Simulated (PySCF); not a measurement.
# How methods differ on the electron affinity of Co

Co⁻ [Ar] 3d8 4s2 (3F) → Co [Ar] 3d7 4s2 (4F), as a difference of total energies. Computed with PySCF 2.14 in aug-cc-pVQZ, with the non-relativistic Hamiltonian (point nucleus). Correlated levels: valence: [Ar] frozen. The calculations carry no spin-orbit coupling.

**Question.** Order these methods by the electron affinity they give, lowest first.
A. SCS-MP2 (valence)
B. r2SCANh
C. MP2 (valence)
D. PBE

**Answer.** A (0.664 eV), C (0.782 eV), B (1.040 eV), D (1.644 eV).

A first-order spin-orbit estimate (lowest level to lowest level, LS coupling) adds -0.010 eV.

These non-relativistic numbers lack the scalar-relativistic shift.

A negative affinity means that the anion lies above the atom at that level of theory.

In the anion the highest occupied orbital energy is positive at LDA, PBE, PBE0, r2SCAN, M06-2X, r2SCANh, BHandHLYP, a self-interaction effect; the basis confines that electron, and the energy difference can still be sensible.

For comparison: 0.662 eV (measured; photodetachment measurements, as compiled on the Wikipedia data page of electron affinities).
